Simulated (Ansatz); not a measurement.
Compare A (`[SiH3]CCSS`) with its isomer B (`C[SiH2]SSC`).

Isolated molecules relaxed with PBE0-D4/def2-TZVP in Ansatz; ΔE leaves out vibrations. CCSD(T)/CBS is the MP2 limit (def2-TZVPP, def2-QZVPP) plus CCSD(T) − MP2 in def2-TZVPP, frozen cores. DFT in def2-TZVPP. B3LYP here is the variant with VWN-RPA as its local correlation; programs differ in this. Each species was taken in one conformer, which may not be the lowest.

Task: Which isomer does CCSD(T)/CBS put lower? Give the gap. (An estimate is asked.)

Result: Ansatz gave: B, by 111.1 kJ/mol.

Task: Give E(B) − E(A) in kJ/mol with B3LYP, B3LYP-D4, CCSD/def2-TZVPP, PBE0-D4, ωB97M-V, PBE-D4, r2SCAN-D4. (An estimate is asked.)

Result: Computed: B3LYP -113.6, B3LYP-D4 -110.9, CCSD/def2-TZVPP -106.5, PBE0-D4 -112.5, ωB97M-V -110.0, PBE-D4 -111.7, r2SCAN-D4 -115.8. None reverses the order clearly.

Largest T1 diagnostic: 0.011.
